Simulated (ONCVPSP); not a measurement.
## Logarithmic derivatives: Cu, ONCV

```json
{
  "Element": "Cu (Z = 29)",
  "Generator": "ONCVPSP 4.0.1",
  "Type": "optimised norm-conserving Vanderbilt (ONCV)",
  "Functional": "PBE",
  "Relativity": "fully relativistic",
  "Frozen core": "[Ne]",
  "Valence charge": "19",
  "Reference configuration": "3s2 3p6 3d10 4s0.5 4p0.5",
  "Partial waves": "3s+4s: rc 1.25 bohr, ncon 3, nbas 7, qcut 9.3 1/bohr, 2 projectors; 3p+4p: rc 1.50 bohr, ncon 4, nbas 9, qcut 8.4 1/bohr, 2 projectors; 3d: rc 1.55 bohr, ncon 3, nbas 8, qcut 8 1/bohr, 2 projectors, debl 3 Ha",
  "Local potential": "polynomial inside 0.85 bohr (lpopt 5, dvloc0 0 Ha)",
  "Core correction": "Teter function fitted to the true core (icmod 2), fcfact 0.7"
}
```

Open shells are filled in proportion to 2j + 1.

The phase is arctan(r·R′/R) of the radial function R(r), unwrapped; energies in Ha, scanned from -6 to 5 Ha. A pole is an energy at which the radial function vanishes at the test radius. The pseudo phase is shifted by a multiple of π to meet the all-electron one at the reference energy, and phase errors are pseudo minus all-electron; the curves can meet again beyond the range given. Levels narrower than the energy grid can be missing from the lists of poles.

For each channel, where are the poles, and over which energies does the pseudopotential scatter like the atom?

```
channel  radius (bohr)  reference energy (Ha)  poles, all-electron  poles, pseudo  unbroken range about the reference energy with phases within 0.05 rad  phase error 1 Ha above the reference energy (rad)
      s           1.27                  -0.20                -3.72          -3.72                                                        the whole range                                             -0.000
   p3/2           1.52                  -0.05                -2.44          -2.44                                                        the whole range                                             +0.002
   p1/2           1.52                  -0.05                -2.55          -2.55                                                        the whole range                                             +0.003
   d5/2           1.57                  -0.22                 0.19           0.19                                                        the whole range                                             +0.000
   d3/2           1.57                  -0.23                 0.17           0.17                                                        the whole range                                             +0.000
```

Phases in the p1/2 channel:

```tsv
E (Ha)	all-electron	pseudo
-5.96	1.308	1.308
-5.68	1.297	1.297
-5.40	1.284	1.284
-5.12	1.269	1.269
-4.84	1.250	1.251
-4.56	1.227	1.228
-4.28	1.196	1.197
-4.00	1.152	1.153
-3.72	1.081	1.081
-3.44	0.934	0.935
-3.16	0.450	0.452
-2.88	-1.015	-1.015
-2.60	-1.532	-1.532
-2.32	-1.691	-1.691
-2.04	-1.776	-1.776
-1.76	-1.837	-1.837
-1.48	-1.891	-1.891
-1.20	-1.944	-1.944
-0.92	-2.003	-2.003
-0.64	-2.071	-2.071
-0.36	-2.156	-2.156
-0.08	-2.266	-2.266
0.20	-2.414	-2.414
0.48	-2.619	-2.619
0.76	-2.896	-2.894
1.04	-3.230	-3.226
1.32	-3.562	-3.557
1.60	-3.834	-3.828
1.88	-4.035	-4.028
2.16	-4.179	-4.173
2.44	-4.285	-4.278
2.72	-4.364	-4.356
3.00	-4.425	-4.418
3.28	-4.474	-4.466
3.56	-4.514	-4.506
3.84	-4.547	-4.539
4.12	-4.576	-4.567
4.40	-4.601	-4.591
4.68	-4.623	-4.612
4.96	-4.643	-4.631
```
